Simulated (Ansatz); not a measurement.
This geometry of AlF3H2O (7 atoms, charge 0, multiplicity 1) is a first-order saddle point.

The calculation used Ansatz 0.2.0, RHF/def2-SVP.

```xyz
7
Properties=species:S:1:pos:R:3
Al -0.026 0.211 0.048
O -0.183 0.064 1.809
H -0.585 -0.476 2.467
F 1.401 -0.247 -0.618
F -1.405 0.024 -0.824
F 0.100 1.934 0.740
H -0.062 1.348 1.619
```

**Question.** Which two structures does it join? (They come from a converged band through this point; their orientation in space is the band's.)

**Answer.** Bonds broken: F6–H7. Bonds formed: O2–H7.

Image 0:

```xyz
7
Properties=species:S:1:pos:R:3
Al -0.082 0.097 0.144
O -0.288 -0.057 1.830
H -0.486 -0.765 2.415
F 1.361 -0.301 -0.537
F -1.398 0.090 -0.842
F 0.132 1.987 0.665
H -0.001 1.808 1.566
```

Image 10:

```xyz
7
Properties=species:S:1:pos:R:3
Al 0.041 0.485 -0.082
O -0.093 0.176 1.830
H -0.817 -0.362 2.133
F 1.410 -0.290 -0.566
F -1.401 -0.219 -0.483
F 0.101 2.135 0.011
H -0.003 0.933 2.398
```

**Question.** How far does it lie above each of them?

**Answer.** 0.140 eV above the first and 1.330 eV above the second. This is the barrier of this one path; another mechanism may lie lower. The orbitals stay closed-shell, which can raise the energy where a bond breaks towards radicals; this wasn't checked here.

Run time: 2.3 min on 1 thread of Arm Neoverse V2 (shared host), peak memory 0.15 GiB.
